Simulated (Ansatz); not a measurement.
Two members of one family (Sn21H32 nanocrystal and its variants), computed with Ansatz in the gas phase; def2 core potentials for Sn, no spin–orbit coupling. The two geometries come from different levels. Binding counts from free atoms in the multiplicity of their measured ground term, without zero-point energy. Sets without diffuse functions give affinities that are too small. A dash marks a value that wasn't run or was left out as unsound. The structures are stationary points that may keep the symmetry of their start. Remarks come from the PBE and PBE0 runs and from stability tests at other levels; not every state was tested. HOMO above LUMO (over both spins in singlets and doublets, within one spin in higher multiplets; at PBE or PBE0), or a gap under 0.15 eV within one spin, warns that the state may not be the lowest or that an electron is smeared out.

First: Sn21H32, disc (singlet, charge 0, PBE-D4/def2-SVP geometry).

Cartesian coordinates in Å:
```
Sn 4.440 3.650 -0.503
Sn -3.290 3.867 -2.585
Sn -3.089 -0.755 -3.512
Sn 0.717 1.397 -2.039
Sn 1.052 2.613 2.389
Sn -2.693 0.409 0.889
Sn 1.308 -1.839 1.240
Sn 5.034 0.399 2.788
Sn -2.492 -4.026 -0.200
Sn -2.033 -3.014 4.387
Sn -0.477 3.913 -2.499
Sn 3.495 1.775 -2.376
Sn 3.846 2.868 2.135
Sn -0.312 -0.457 -3.898
Sn -4.295 1.726 -4.111
Sn -3.672 -1.555 -0.872
Sn 4.123 -1.666 1.108
Sn 0.316 -3.906 -0.406
Sn 0.106 0.636 0.610
Sn 0.683 -2.432 3.927
Sn -3.112 -4.755 2.455
H 6.148 3.911 -0.692
H 3.655 5.168 -0.817
H -3.874 5.359 -3.264
H -3.915 3.760 -0.970
H -3.705 -1.958 -4.617
H 0.266 4.124 2.038
H 0.623 2.173 4.016
H -3.435 1.947 0.563
H -3.079 -0.001 2.533
H 6.767 0.524 2.740
H 4.597 -0.004 4.422
H -3.104 -5.257 -1.275
H -2.946 -1.539 4.401
H -2.210 -3.744 5.957
H 0.103 4.536 -4.017
H 0.056 5.026 -1.273
H 3.779 2.365 -3.987
H 4.351 0.273 -2.217
H 4.437 4.088 3.233
H -0.024 0.150 -5.504
H 0.520 -1.974 -3.762
H -4.009 2.076 -5.790
H -6.017 1.621 -3.908
H -5.403 -1.695 -0.700
H 4.654 -1.401 -0.523
H 4.794 -3.182 1.633
H 0.830 -3.669 -2.048
H 0.990 -5.415 0.136
H 1.176 -1.098 4.929
H 1.628 -3.804 4.430
H -4.835 -4.862 2.664
H -2.474 -6.345 2.743
```

```
              level  HOMO (eV)  LUMO (eV)  gap (eV)  vertical IE (eV)  vertical EA (eV)  binding per atom (eV)
    PBE-D4/def2-SVP      -5.78      -2.86      2.92                 –                 –                   2.42
r2SCAN-D4/def2-TZVP      -6.04      -2.80      3.24                 –                 –                   2.45
   PBE0-D4/def2-SVP      -6.60      -2.16      4.44                 –                 –                   2.42
  PBE0-D4/def2-TZVP      -6.62      -2.24      4.38              7.51              1.51                   2.44
 BHLYP-D4/def2-TZVP      -7.30      -1.46      5.83              7.73              1.20                   2.44
```

Remarks: gap within one spin near zero at PBE or PBE0 (+1 doublet).

Second: Sn21H31Br, disc, 1 of the caps Br (singlet, charge 0, r2SCAN-D4/def2-SVP geometry).

Cartesian coordinates in Å:
```
Sn -3.699 2.057 -3.977
Sn -4.028 0.825 4.076
Sn -1.356 -2.947 3.385
Sn -2.371 -0.486 -0.350
Sn -0.435 3.522 -1.172
Sn 0.709 1.039 2.535
Sn 2.083 -0.328 -1.672
Sn 0.750 2.153 -5.345
Sn 3.140 -2.770 2.084
Sn 5.531 1.165 1.160
Sn -4.278 0.779 1.285
Sn -3.513 -0.522 -2.915
Sn -1.253 3.407 -3.847
Sn -2.234 -3.075 0.729
Sn -3.309 -1.721 4.979
Sn 1.074 -1.550 3.535
Sn 1.377 -0.398 -4.389
Sn 2.581 -2.897 -0.659
Sn 0.054 0.936 -0.193
Sn 4.431 1.189 -1.412
Sn 5.547 -1.358 2.364
Br -6.208 -0.880 1.059
H -4.257 1.998 -5.605
H -4.861 2.944 -3.071
H -5.566 1.267 4.702
H -2.894 2.010 4.584
H -1.095 -4.545 3.988
H -1.664 4.238 -0.197
H 0.978 4.489 -0.993
H -0.585 1.822 3.364
H 2.115 2.002 2.781
H 0.289 2.069 -7.002
H 2.176 3.114 -5.262
H 3.376 -4.371 2.689
H 4.659 2.264 2.151
H 7.151 1.742 1.072
H -4.924 2.238 0.623
H -5.064 -1.257 -2.823
H -2.536 -1.496 -3.943
H -1.464 5.012 -4.450
H -3.787 -3.803 0.653
H -1.154 -4.036 -0.207
H -4.718 -2.706 4.996
H -2.736 -1.603 6.599
H 1.563 -1.456 5.191
H 0.042 -1.460 -4.611
H 2.697 -1.046 -5.285
H 1.258 -3.941 -1.000
H 3.960 -3.538 -1.471
H 4.103 2.814 -1.884
H 5.598 0.569 -2.518
H 5.945 -1.189 4.031
H 6.802 -2.289 1.637
```

Problem. What does the change do? Estimate second minus first.

Solution. 
| level | Δ HOMO (eV) | Δ LUMO (eV) | Δ gap (eV) | Δ vertical IE (eV) | Δ vertical EA (eV) | Δ binding per atom (eV) |
| --- | --- | --- | --- | --- | --- | --- |
| PBE-D4/def2-SVP | -0.03 | 0.01 | 0.03 | – | – | 0.01 |
| r2SCAN-D4/def2-TZVP | -0.05 | -0.01 | 0.04 | – | – | 0.01 |
| PBE0-D4/def2-SVP | -0.05 | -0.02 | 0.03 | – | – | 0.01 |
| PBE0-D4/def2-TZVP | -0.05 | -0.02 | 0.04 | 0.04 | 0.02 | 0.01 |
| BHLYP-D4/def2-TZVP | -0.06 | -0.02 | 0.04 | 0.07 | 0.03 | 0.01 |

Remarks: gap within one spin near zero at PBE or PBE0 (+1 doublet), gap within one spin near zero at PBE or PBE0 (-1 doublet).
